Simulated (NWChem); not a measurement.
CH4OTe; SMILES C[Te]O

```xyz
7

Te     0.3684     0.0460     0.0045
C     -0.9662    -1.6349     0.0035
H     -1.4698    -1.7402    -0.9654
H     -1.6975    -1.4905     0.8091
H     -0.3654    -2.5327     0.2109
O     -1.0692     1.4397     0.0675
H     -1.2734     1.6617    -0.8496
```
Atoms are numbered in this order, from 1.

All runs: NWChem. All runs use the structure optimised with PBE0/def2-SVP. def2 effective core potentials on Te; no spin-orbit coupling. Ions are spin-unrestricted doublets at the neutral geometry; other ion states weren't tried.

For level LDA (Slater exchange, VWN5)/def2-SVPD:

−ε(HOMO) (eV): 5.08

Problem. How do the values read with level B3LYP/def2-SVPD instead?

Solution. 
| Item | Value |
|---|---|
| −ε(HOMO) (eV) | 5.84 |
